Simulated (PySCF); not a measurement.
Si(Cl)2(H)(SeH) (Cl2H2SeSi), SMILES Cl[SiH](Cl)[SeH]. The structure is a stationary point at PBE-D3(BJ)/def2-SVP. The structure was generated by enumeration, and PubChem lists no compound with its InChIKey, so it may never have been made. The values are those of a single conformer.

Method: PBE-D3(BJ)/def2-SVP (PySCF).

Harmonic wavenumbers (cm⁻¹): 111, 123, 172, 205, 387, 528, 566, 638, 745, 784, 2202, 2347. Rotational constants (GHz): 2.282, 1.285, 0.8689; symmetry number 1.

Task: Work out the zero-point energy and the ideal-gas rigid-rotor harmonic-oscillator thermochemistry at 298.15 K and 1 atm.

Result: ZPE = ½ Σ hcν = ½ × 8809 cm⁻¹ = 52.69 kJ/mol. H − E(el) = 72.03 kJ/mol. Entropy in J/(mol K): translation 173.51, rotation 122.27, vibration 57.66, total 353.44. G − E(el) = -33.35 kJ/mol. Cp = 90.80 J/(mol K). Modes under 150 cm⁻¹ make the vibrational entropy uncertain.
